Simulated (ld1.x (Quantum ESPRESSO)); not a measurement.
What one change does to a pseudopotential (iodine, TM)

```json
{"Element": "I", "Generator": "ld1.x (Quantum ESPRESSO) 7.5", "Type": "norm-conserving Troullier–Martins (Kleinman–Bylander form)", "Functional": "PBE", "Relativity": "fully relativistic", "Frozen core": "[Kr] 4d10", "Valence charge": "7", "Reference configuration": "5s1.5 5p5.5", "Partial waves": "5p (bound): rc 1.70 bohr; 5s (bound): rc 1.75 bohr", "Local potential": "the s channel", "Core correction": "Bessel-smoothed model core inside 1.40 bohr"}
```

Open shells are filled in proportion to 2j + 1 (rel_dist='average').

All-electron outer shells of the reference configuration (PBE, scalar-relativistic, ld1.x):

```csv
shell,level (eV),outermost node (bohr),outermost maximum (bohr)
4p,-128.26,0.37,0.72
4d,-50.94,0.35,0.78
5s,-17.77,0.88,1.70
5p,-7.36,0.96,2.02
```

Change: type RRKJ.

Cutoffs: the cutoffs (Ry, on a coarse ladder) from which the occupation-weighted sum of valence levels, in a spherical-Bessel basis at the reference potential, stays within 10 and 1 mRy of its value at 400 Ry; they do not see the model core or the augmentation charge, which bear on the density cutoff. Errors are all-electron minus pseudo energies relative to the spin-unpolarised reference configuration.

Task: Predict the effect on cutoff, ghosts and configuration errors.

Result: The potential gets softer (40 Ry and 70 Ry → 35 Ry and 55 Ry); of the 7 tests that both files solve, the error grows in 5 and shrinks in 0 by more than 15 % and 0.3 meV (median size 1.5 → 1.8 meV); neither file shows a bound ghost.

```tsv
quantity	base	changed
cutoff, loose	40 Ry	35 Ry
cutoff, tight	70 Ry	55 Ry
loose cutoff by channel (10 mRy a level)	p 25 Ry, s 25 Ry	p 15 Ry, s 25 Ry
bound ghosts	none	none
error for 5s2 5p5, meV [ΔE -5.16 eV]	-1.3	-1.7
error for 5s2 5p4, meV [ΔE 6.00 eV]	-0.2	-0.8
error for 5s2 5p3, meV [ΔE 25.87 eV]	-2.5	-3.2
error for 5s2 5p2, meV [ΔE 55.23 eV]	-24	-24
error for 5s2 5p5.3, meV [ΔE -6.95 eV]	-1.5	-1.8
error for 5s2 5p4.5, meV [ΔE -0.62 eV]	-0.9	-1.4
error for 5s2 5p1, meV [ΔE 94.70 eV]	-97	-92
s: phases at 1.89 bohr within 0.05 rad from the reference energy up to (Ry; the scan ends near 5)	4.8	4.8
p1/2: phases at 1.89 bohr within 0.05 rad from the reference energy up to (Ry; the scan ends near 5)	to the end of the scan	to the end of the scan
p3/2: phases at 1.89 bohr within 0.05 rad from the reference energy up to (Ry; the scan ends near 5)	to the end of the scan	to the end of the scan
```
